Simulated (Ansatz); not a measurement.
F$_{2}$Mn (SMILES [F][Mn][F]), sextet, geometry from GFN2-xTB (such geometries of metal compounds can be far from the true shape); PBE0/STO-3G (Ansatz, a quantum-chemistry and plane-wave program).

Input for Ansatz:
Ansatz 0.2 input:
```yaml
crystal:
  periodic: [false, false, false]
  atoms:
    - {symbol: Mn, position_ang: [0.00978932, 0.00026683, -0.00171777]}
    - {symbol: F, position_ang: [-0.24180904, 1.28198867, -1.09896899]}
    - {symbol: F, position_ang: [0.21461649, -1.28272985, 1.10374058]}
basis:
  gaussian:
    orbitals: STO-3G
    symmetry_tolerance_ang: 0.01
hamiltonian:
  xc: pbe0
magnetization: {spin_polarized: true, initial_magnetization: 5}
```

Problem. Predict the main parts of the log of this Ansatz run.

Solution. 
```
Functional definition: PBE0
393 factors; integrals over basis functions are off by at most 4.7e-4 eV
mean field evaluation 1: about -36294.8532 eV, gradient 4.6e1 eV
mean field evaluation 2: about -35890.9345 eV, gradient 1.6e2 eV
mean field evaluation 4: about -36327.2858 eV, gradient 2.7e1 eV
mean field evaluation 8: about -36331.6709 eV, gradient 1.4e-1 eV
mean field evaluation 16: about -36331.7235 eV, gradient 2.6e-4 eV
mean field evaluation 32: about -36322.7982 eV, gradient 3.2e0 eV
a density is far from that of the atoms, so the factors are made again for it
411 factors; integrals over basis functions are off by at most 1.8e-4 eV
mean field -36331.72360091 eV, -1335.1662158067 hartree, gradient 6.5e-6 eV, S^2 8.772644; 0 other end points of the search recorded, 0 dependent functions left out
reference -36331.72361629 eV, -1335.1662163717 hartree; 24, 19 occupied and 4, 9 virtual orbitals, 411 factors
Total energy: -36331.72361629 eV, -1335.1662163717 hartree
```
